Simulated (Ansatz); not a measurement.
## InH3 (SMILES [InH3]): the energy to break a bond

InH3: 4 atoms, total charge 0, spin state singlet. As SMILES, `[InH3]`. Geometry: optimised at B3LYP/def2-SVP.

```xyz
4

In    0.0139   -0.0151   -0.0051
H     0.4191    1.5296    0.6843
H    -1.1055   -0.1081   -1.3331
H     0.7281   -1.4668    0.6336
```

Wanted: the dissociation energy of the H3–In1 bond into doublet H and doublet InH2 (shapes relaxed at B3LYP/def2-SVP, no zero-point term). 1 Eh = 2625.50 kJ/mol = 27.2114 eV. Totals in Eh; open shells run unrestricted unless said.

| level | program | InH3 | doublet H | doublet InH2 |
| --- | --- | --- | --- | --- |
| PBE/def2-TZVPP (core potential) | Ansatz | -191.881641 | -0.499616 | -191.269007 |
| r2SCAN/def2-TZVPP (core potential) | Ansatz | -191.957830 | -0.499927 | -191.342548 |
| RPA@PBE/def2-TZVPP (core potential), 4 core orbitals frozen | Ansatz | -191.370848 | -0.517613 | -190.735435 |

Problem. Work out the dissociation energy at each level.

Solution. 
1. PBE/def2-TZVPP (core potential): (-0.499616) + (-191.269007) − (-191.881641) = 0.113018 Eh = 296.7 kJ/mol = 3.08 eV.
2. r2SCAN/def2-TZVPP (core potential): (-0.499927) + (-191.342548) − (-191.957830) = 0.115355 Eh = 302.9 kJ/mol = 3.14 eV.
3. RPA@PBE/def2-TZVPP (core potential): (-0.517613) + (-190.735435) − (-191.370848) = 0.117800 Eh = 309.3 kJ/mol = 3.21 eV.

The levels span 297 to 309 kJ/mol; no measured value is set beside them. A bond enthalpy at 298 K also holds the loss of zero-point energy and thermal terms.
